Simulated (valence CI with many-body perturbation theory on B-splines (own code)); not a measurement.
# Hf40+: calculated level list

Method: configuration interaction combined with many-body perturbation theory (CI+MBPT): four valence electrons over a frozen Dirac-Fock core [Ar] 3d10, a basis of 11 s, 11 p, 10 d, 8 f, 5 g, 2 h functions for each j, with the one-electron correlation potential Σ1, the two-electron term Σ2, the three-electron term Σ3, Breit, model QED; selected CI, second order for the rest, scaled by the run's own slope (own B-spline code, finite nucleus).

The last digits are not significant, and no measured levels were compared; by estimate large intervals hold to a few tenths of a per cent, small ones and those within an open d or f shell to about a per cent. Among the levels kept, up to 380 cm⁻¹ of a level comes from second order outside the variational space, and about a tenth of that is noise between levels of different J, which matters for small intervals.

Levels 136 to 180 of 189, with energies above the lowest level, (4s^2 4p1/2^2) J=0. "Leading %" is the weight of the configuration and term that name the level; weights of strongly mixed levels are sums over their largest components and can fall short, so below about 35 % the name and the second component can differ from the true leading terms, or belong to a minority configuration. In the jj column 3d3/2^4 stands for four electrons in 3d with j = 3/2. Lifetimes count E1, E2, E3, M1 and M2 decay at the calculated energies, and are blank where another channel may lead or the interval is too uncertain; long ones can be off by a factor of two.

```
No.  Configuration  Term  J  E (Ry)  Leading %  Lifetime                   Leading jj
136      4s 4p 4d2   3G°  3  41.780         13   2.92 ps  4s 4p1/2 4d3/2 4d5/2 (65 %)
137         4p3 4d   5D°  0  41.811         28   3.88 ps  4s 4p1/2 4d3/2 4d5/2 (48 %)
138      4s 4p2 4f   3D°  3  42.192         21   1.88 ps  4s 4p1/2 4p3/2 4f5/2 (49 %)
139      4s 4p 4d2   5D°  4  42.220         11   2.30 ps  4s 4p1/2 4p3/2 4f5/2 (33 %)
140      4s 4p2 4f   5G°  4  42.361         18   2.86 ps  4s 4p1/2 4p3/2 4f5/2 (44 %)
141      4s 4p 4d2   3F°  4  42.401         16   3.67 ps  4s 4p1/2 4p3/2 4f7/2 (38 %)
142      4s 4p2 4f   5F°  2  42.407         16   1.83 ps  4s 4p1/2 4p3/2 4f5/2 (49 %)
143      4s 4p 4d2   5D°  3  42.424         21   1.27 ps  4s 4p1/2 4d3/2 4d5/2 (59 %)
144      4s 4p2 4f   5D°  3  42.536         17   2.49 ps  4s 4p1/2 4p3/2 4f7/2 (34 %)
145      4s 4p2 4f   5F°  1  42.564         68   2.29 ps  4s 4p1/2 4p3/2 4f5/2 (88 %)
146      4s 4p2 4f   5G°  5  42.620         48   4.73 ps  4s 4p1/2 4p3/2 4f7/2 (87 %)
147      4s 4p2 4f   5F°  2  42.635         13   1.06 ps  4s 4p1/2 4d3/2 4d5/2 (55 %)
148         4p3 4d   3D°  3  42.759         12   1.28 ps  4s 4p1/2 4d3/2 4d5/2 (41 %)
149      4s 4p2 4f   5G°  4  42.766         23   1.36 ps  4s 4p1/2 4p3/2 4f5/2 (33 %)
150         4p3 4d   3F°  2  42.821         38   1.59 ps   4p1/2 4p3/2^2 4d3/2 (62 %)
151      4s 4p 4d2   5S°  2  42.823         15    865 fs  4s 4p1/2 4d3/2 4d5/2 (62 %)
152      4s 4p 4d2   3D°  1  42.878         11    962 fs  4s 4p1/2 4d3/2 4d5/2 (48 %)
153         4p3 4d   5D°  3  42.921         17   1.45 ps   4p1/2 4p3/2^2 4d3/2 (34 %)
154      4s 4p2 4f   3G°  5  43.005         19   3.50 ps      4s 4p1/2 4d5/2^2 (51 %)
155         4p3 4d   3F°  2  43.045         20   2.05 ps  4s 4p1/2 4p3/2 4f7/2 (35 %)
156      4s 4p2 4f   3F°  4  43.051         20   4.66 ps  4s 4p1/2 4p3/2 4f7/2 (42 %)
157      4s 4p2 4f   3G°  5  43.091         30   2.11 ps  4s 4p1/2 4p3/2 4f5/2 (43 %)
158         4p3 4d   3F°  2  43.105         15   2.47 ps   4p1/2 4p3/2^2 4d3/2 (30 %)
159         4p3 4d   5D°  1  43.175         17   1.15 ps   4p1/2 4p3/2^2 4d3/2 (44 %)
160      4s 4p2 4f   3H°  6  43.196         52   5.37 ps  4s 4p1/2 4p3/2 4f7/2 (94 %)
161      4s 4p2 4f   3F°  3  43.204         30   1.55 ps  4s 4p1/2 4p3/2 4f5/2 (48 %)
162      4s 4p2 4f   3G°  3  43.234         24   2.15 ps  4s 4p1/2 4p3/2 4f7/2 (46 %)
163         4p3 4d   3G°  4  43.287         15   1.47 ps  4s 4p1/2 4p3/2 4f5/2 (36 %)
164      4s 4p2 4f   5D°  2  43.353         28   1.53 ps  4s 4p1/2 4p3/2 4f5/2 (64 %)
165      4s 4p2 4f   5D°  0  43.355         38   2.19 ps  4s 4p1/2 4p3/2 4f5/2 (71 %)
166      4s 4p 4d2   3P°  2  43.401         14   1.91 ps      4s 4p1/2 4d5/2^2 (44 %)
167      4s 4p2 4f   5D°  1  43.405         37   1.65 ps  4s 4p1/2 4p3/2 4f5/2 (70 %)
168      4s 4p2 4f   3D°  1  43.544         14   2.19 ps  4s 4p1/2 4p3/2 4f7/2 (26 %)
169      4s 4p2 4f   1F°  3  43.567         11   1.26 ps  4s 4p1/2 4p3/2 4f5/2 (36 %)
170         4p3 4d   1S°  0  43.585         20   1.10 ps   4p1/2 4p3/2^2 4d3/2 (31 %)
171         4p3 4d   5D°  4  43.592         22   2.17 ps   4p1/2 4p3/2^2 4d5/2 (45 %)
172      4s 4p 4d2   3F°  3  43.662         20   1.70 ps      4s 4p1/2 4d5/2^2 (64 %)
173      4s 4p 4d2   3D°  2  43.706          9   1.59 ps  4s 4p1/2 4p3/2 4f7/2 (38 %)
174      4s 4p2 4f   3F°  4  43.732         19   2.13 ps  4s 4p1/2 4p3/2 4f7/2 (56 %)
175         4p3 4d   1D°  2  43.771         14   1.02 ps  4s 4p1/2 4p3/2 4f5/2 (45 %)
176         4p3 4d   3G°  5  43.785         42   2.96 ps  4s 4p1/2 4p3/2 4f7/2 (51 %)
177      4s 4p2 4f   3D°  3  43.810         49   1.53 ps  4s 4p1/2 4p3/2 4f7/2 (48 %)
178         4p3 4d   3P°  0  43.827         32   1.70 ps      4s 4p1/2 4d5/2^2 (41 %)
179      4s 4p2 4f   1P°  1  43.868         22   1.18 ps  4s 4p1/2 4p3/2 4f5/2 (41 %)
180      4s 4p2 4f   3G°  3  44.004         18   1.09 ps  4s 4p1/2 4p3/2 4f5/2 (38 %)
```

Where two levels of one J and parity lie close, their mixing, g and order are uncertain.
